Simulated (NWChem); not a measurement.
Two isomers of CH6OSSi, each optimised at PBE0/def2-SVP with NWChem. Flexible species stand in one conformer each, which need not be the lowest. 

A: [SiH2](OC)S
B: S(C)[SiH2]O

Task: Which is lower in energy, by how much, and how do their other properties compare?

Result: B is lower by 4.7 kcal/mol in electronic energy; with zero-point energies, B − A = -4.0 kcal/mol.
|  | A | B |
|---|---|---|
| highest occupied level (eV) | -7.54 | -6.93 |
| orbital gap (eV) | 8.17 | 7.33 |
| dipole (D) | 1.93 | 2.15 |
| highest harmonic frequency (cm⁻¹) | 3145 | 3920 |
| zero-point energy (kcal/mol) | 43.6 | 44.4 |
